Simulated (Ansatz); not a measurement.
System: sum formula SiHF, charge 1, multiplicity 2. SMILES of the parent species: F[SiH]
Structure (B3LYP-D3(BJ)/def2-TZVP (Ansatz, a first-principles code) minimum search):
```xyz
3

Si    -0.2631    -0.3345     0.3603
H     -1.0759    -1.3298    -0.4510
F      0.5288     0.6681    -0.5104
```
Charge +1, spin multiplicity 2.

Task: Give the harmonic wavenumbers at B3LYP-D3(BJ)/def2-TZVP (Ansatz, finite differences of forces, unscaled).

Result: 656, 1016, 1923 cm⁻¹. Zero-point energy 5.1 kcal/mol.

Task: From these and the geometry, give the ideal-gas thermochemistry at 298.15 K and 1 atm (rigid rotor, harmonic oscillator).

Result: Point group Cs, rotational symmetry number 1. Rotational constants 279, 17.62, 16.57 GHz. S(trans) 37.54, S(rot) 18.92, S(vib) 0.45, S(elec, spin only) 1.38, S 58.3 cal/(mol K). H(298) - H(0) 2.47 kcal/mol; G - E(el) -9.8 kcal/mol.
